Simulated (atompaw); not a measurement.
# u(r) = r·R(r): atom against pseudo-atom (P)

Columns: radius, all-electron u(r) and pseudo u(r) of the 3s shell (level -13.92 eV) of phosphorus in the configuration [Ne] 3s2 3p3; PBEsol, scalar-relativistic, PAW (atompaw) scheme, atompaw 4.2.0.5.

| r (bohr) | all-electron | pseudo |
| --- | --- | --- |
| 0.075 | 0.1774 | 0.0161 |
| 0.150 | -0.0378 | 0.0338 |
| 0.225 | -0.2460 | 0.0547 |
| 0.300 | -0.3565 | 0.0801 |
| 0.375 | -0.3716 | 0.1110 |
| 0.450 | -0.3166 | 0.1480 |
| 0.525 | -0.2177 | 0.1913 |
| 0.600 | -0.0956 | 0.2407 |
| 0.675 | 0.0347 | 0.2953 |
| 0.750 | 0.1630 | 0.3541 |
| 0.825 | 0.2831 | 0.4153 |
| 0.900 | 0.3912 | 0.4773 |
| 0.975 | 0.4857 | 0.5379 |
| 1.050 | 0.5661 | 0.5952 |
| 1.125 | 0.6328 | 0.6473 |
| 1.200 | 0.6864 | 0.6926 |
| 1.275 | 0.7276 | 0.7297 |
| 1.350 | 0.7576 | 0.7581 |
| 1.425 | 0.7775 | 0.7776 |
| 1.500 | 0.7885 | 0.7885 |
| 1.575 | 0.7919 | 0.7919 |
| 1.650 | 0.7886 | 0.7886 |
| 1.725 | 0.7798 | 0.7798 |
| 1.800 | 0.7664 | 0.7664 |
| 1.875 | 0.7492 | 0.7492 |
| 1.950 | 0.7291 | 0.7291 |

Problem. How many radial nodes do the two functions have?

Solution. The all-electron 3s function has n − l − 1 = 2; the pseudo-wave has 0, since the states of the same l below it are removed with the core.

Problem. At about which radius was the pseudo-wave matched?

Solution. 1.55 bohr. The columns agree to 0.0005 from 1.35 bohr on; several derivatives are matched, so the curves merge somewhat inside the radius.

Problem. Is the pseudo-wave norm-conserving?

Solution. No, it belongs to a PAW set: the norm inside the radius is not constrained, and the difference is carried by the augmentation charge.
